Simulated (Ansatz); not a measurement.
A nudged elastic band was laid between two geometries of C$_{4}$H$_{11}$NSi (17 atoms, charge 0, multiplicity 1).

Level of theory: Ansatz, RKS B3LYP/def2-SVP.

* movable images: 9
* climbing image: yes
* spring: 5.0 eV/Å²
* optimiser: quadratic models (default)
* start path: IDPP
* force threshold: 0.03 eV/Å
* iteration limit: 36
* end points: relaxed

Initial state:

```xyz
17
Properties=species:S:1:pos:R:3
C -1.645 -1.328 -0.631
C -0.350 -1.130 0.139
C 0.987 -0.953 -0.678
Si 0.524 0.487 0.411
C -0.052 2.078 -0.396
N 1.233 0.782 1.969
H -2.525 -1.259 0.031
H -1.675 -2.316 -1.126
H -1.774 -0.569 -1.421
H -0.237 -1.859 0.955
H 1.802 -1.641 -0.419
H 0.856 -0.874 -1.766
H -0.532 1.870 -1.365
H 0.797 2.756 -0.584
H -0.770 2.609 0.248
H 1.253 0.022 2.642
H 2.090 1.325 2.032
```

Final state:

```xyz
17
Properties=species:S:1:pos:R:3
C -1.883 -1.138 -0.164
C -0.439 -1.065 0.305
C 0.704 -1.113 -0.781
Si 0.652 0.438 0.252
C 0.101 2.037 -0.555
N 1.706 0.733 1.600
H -2.587 -0.915 0.655
H -2.132 -2.141 -0.556
H -2.089 -0.418 -0.974
H -0.239 -1.752 1.141
H 1.470 -1.885 -0.638
H 0.352 -1.082 -1.821
H 0.961 2.589 -0.971
H -0.399 2.694 0.174
H -0.595 1.833 -1.384
H 1.789 0.016 2.315
H 2.610 1.171 1.442
```

Q: What changes between the two ends?

A: No bond is made or broken. The dihedral C3–Si4–C5–H15 goes from 149 to 28°. The two ends are copies of one structure, up to a mirror image or an exchange of like atoms.

Q: What energy profile does the band end with?

A: The run converged. The highest image is number 5 of 0 to 10, 0.048 eV above the ends, which have the same energy within 2 meV. A vibrational analysis at the climbing image gives one clearly imaginary mode, 139i cm⁻¹: a first-order saddle point.

| image | path coordinate (Å) | energy (eV) | dihedral C3–Si4–C5–H15 (°) |
| --- | --- | --- | --- |
| 0 | 0.00 | 0.000 | 149 |
| 1 | 0.36 | 0.005 | 138 |
| 2 | 0.72 | 0.017 | 126 |
| 3 | 1.08 | 0.032 | 114 |
| 4 | 1.44 | 0.044 | 102 |
| 5 | 1.79 | 0.048 | 90 |
| 6 | 2.16 | 0.043 | 78 |
| 7 | 2.53 | 0.031 | 66 |
| 8 | 2.90 | 0.016 | 53 |
| 9 | 3.27 | 0.004 | 41 |
| 10 | 3.64 | 0.000 | 28 |

Q: What is the geometry of the highest image?

A: 
```xyz
17
Properties=species:S:1:pos:R:3
C -1.851 -1.167 -0.203
C -0.417 -1.082 0.289
C 0.741 -1.097 -0.781
Si 0.643 0.444 0.262
C 0.061 2.046 -0.539
N 1.671 0.746 1.630
H -2.571 -0.970 0.610
H -2.081 -2.165 -0.618
H -2.056 -0.433 -1.001
H -0.218 -1.776 1.120
H 1.521 -1.855 -0.636
H 0.403 -1.060 -1.826
H 0.324 2.093 -1.607
H 0.518 2.908 -0.028
H -1.032 2.153 -0.454
H 1.756 0.021 2.336
H 2.571 1.196 1.486
```

Q: What are the harmonic wavenumbers there?

A: 139i, 108, 151, 167, 206, 241, 268, 301, 375, 425, 558, 627, 645, 738, 753, 794, 824, 830, 901, 917, 960, 982, 1088, 1118, 1166, 1270, 1317, 1393, 1402, 1435, 1437, 1464, 1471, 1545, 3002, 3036, 3067, 3077, 3080, 3093, 3122, 3134, 3160, 3551, 3641 cm⁻¹.

The band took 4 iterations and roughly 7 core-minutes.

The run took 3.7 min on 2 threads of Arm Neoverse V1, on a shared host, peak memory 0.41 GiB.
